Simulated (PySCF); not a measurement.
Vertical excitations of a molecule C4H5Br from TDA-PBE/def2-SVPD run with PySCF, as energy in eV (oscillator strength): 4.75 (0.000), 4.77 (0.053), 5.14 (0.000), 5.96 (0.513), 6.17 (0.001), 6.33 (0.013), 6.34 (0.001), 6.59 (0.000), 6.60 (0.073), 6.80 (0.023). Lowest triplet (TDA): 3.08 eV. Geometry: PBE0-D3(BJ)/def2-SVP. Other conformers were not sampled.

Problem. Which structure fits?
A) C=CC(=C)Br
B) BrC1=CCC1
C) C=C/C=C/Br
D) C=C=C(C)Br

Solution. A, C=CC(=C)Br
